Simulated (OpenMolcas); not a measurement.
**4f¹² along the 66-electron sequence**

```yaml
Program: OpenMolcas 26.06
Method: CASSCF
Basis: ANO-R3
Scalar_Hamiltonian: X2C, finite nucleus
Spin-orbit_coupling: RASSI with atomic mean-field integrals over the reference wave functions, term energies averaged over their components
```

Active space for each ion: 12 electrons in 7 orbitals (4f).

Computed levels in cm-1 above ³H₆:

```json
{"Level": "³F₄", "Er2+": "6271", "Tm3+": "6813", "Yb4+": "7291"}
{"Level": "³H₅", "Er2+": "7071", "Tm3+": "8307", "Yb4+": "9692"}
{"Level": "³H₄", "Er2+": "11552", "Tm3+": "13303", "Yb4+": "15198"}
{"Level": "³F₃", "Er2+": "14442", "Tm3+": "16320", "Yb4+": "18291"}
{"Level": "³F₂", "Er2+": "15790", "Tm3+": "17687", "Yb4+": "19589"}
{"Level": "¹G₄", "Er2+": "19100", "Tm3+": "21944", "Yb4+": "25036"}
{"Level": "¹D₂", "Er2+": "31234", "Tm3+": "34464", "Yb4+": "37625"}
{"Level": "¹I₆", "Er2+": "37554", "Tm3+": "41438", "Yb4+": "45222"}
{"Level": "³P₁", "Er2+": "41471", "Tm3+": "45701", "Yb4+": "49820"}
{"Level": "weight of ³H in the lowest level (%)", "Er2+": "99", "Tm3+": "99", "Yb4+": "99"}
```

Mixed levels, with the weight of the term that names them: Er2+ ³F₄ (51 %), Er2+ ³H₄ (60 %), Er2+ ¹G₄ (60 %), Er2+ ¹D₂ (65 %), Tm3+ ³F₄ (53 %), Tm3+ ³H₄ (59 %), Tm3+ ¹G₄ (58 %), Tm3+ ¹D₂ (60 %), Yb4+ ³F₄ (55 %), Yb4+ ³H₄ (57 %), Yb4+ ¹G₄ (56 %), Yb4+ ¹D₂ (55 %).

Measured, with the error of the calculation in %. Measured levels: Er2+ from Martin, Zalubas and Hagan, Atomic Energy Levels: The Rare-Earth Elements, NSRDS-NBS 60 (1978); the list in Deprince et al., Eur. Phys. J. D 78, 105 (2024); Tm3+, Yb4+ from the list in Tchang-Brillet, Wyart, Meftah and Ait Mammar, Atoms 6, 52 (2018).

```tsv
Level	Er2+	Tm3+	Yb4+
³H₅	6970 (+1.5)	8217 (+1.1)	9580 (+1.2)
³H₄	10785 (+7.1)	12547 (+6.0)	14405 (+5.5)
³F₃	12473 (+15.8)	14410 (+13.3)	16372 (+11.7)
³F₂	13220 (+19.4)	15090 (+17.2)	16877 (+16.1)
¹G₄	18384 (+3.9)	21174 (+3.6)	24193 (+3.5)
¹I₆		35329 (+17.3)	39038 (+15.8)
```

The fine-structure level ³H₄ changes by a factor of 1.32 from Er2+ to Yb4+. Its fourth root runs 10.37, 10.74, 11.10, with steps per unit of Z of 0.37, 0.36; equal steps would mean a (Z - σ)^4 law with constant σ.

³F₄ changes by a factor of 1.16 over the same range, with steps per unit of Z of +542, +478 cm-1.

Some high roots are left out of the spin-orbit mixing, which shifts the levels that they would mix with. Without dynamic correlation excited terms often stand tens of per cent too high (terms of higher spin than the ground term too low), and those without a measured partner can miss by more than the paired ones. Computed and measured levels are paired by configuration, term and J; levels that our copy of the source lacks, or whose pairing is in doubt (as where it misses far off the trend of its configuration), stay unpaired and out of the deviations. Levels of configurations outside the active space are missing.
